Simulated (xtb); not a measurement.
H8N2Si2, SMILES [SiH]([SiH3])(N)N. All values are semi-empirical tight-binding results from xtb (GFN2-xTB unless named), good for trends rather than for accurate numbers. Coordinates come from a GFN2-xTB optimisation. Other conformers were not sampled.

Optimised geometry:

```xyz
12

N     -0.5063     1.6547    -0.5922
Si    -0.5221     0.1830     0.3152
N     -1.7749    -0.7065    -0.4847
Si     1.6310    -0.6437     0.2478
H     -1.3945     2.0834    -0.8021
H      0.1609     2.3659    -0.3416
H     -1.0688     0.2961     1.6843
H     -1.9969    -1.6248    -0.1374
H     -1.7615    -0.7238    -1.4919
H      2.6244     0.2902     0.7927
H      1.7638    -1.8725     1.0431
H      2.1175    -1.0016    -1.0912
```

Computed properties:
```yaml
orbital_gap: 4.36 eV
dipole_moment: 0.85 D
zero_point_energy: 52.0 kcal/mol
G − E(el) at 298.15 K (modified RRHO): 32.1 kcal/mol
static polarisability (D4 model): 78.9 bohr³
solvation energy, GFN2-xTB/ALPB(water): -4.1 kcal/mol
solvation energy, GFN2-xTB/ALPB(acetone): -6.2 kcal/mol
```

Task: Give the atomic charges and the Wiberg bond orders between heavy atoms. (Estimate from the structure and the level; the computed values follow.)

Result: charges (e) N1 -0.42, Si2 0.42, N3 -0.43, Si4 0.36, H5 0.15, H6 0.13, H7 -0.11, H8 0.13, H9 0.15, H10 -0.13, H11 -0.14, H12 -0.12. Bond orders N1–Si2 1.12, Si2–N3 1.11, Si2–Si4 0.80.
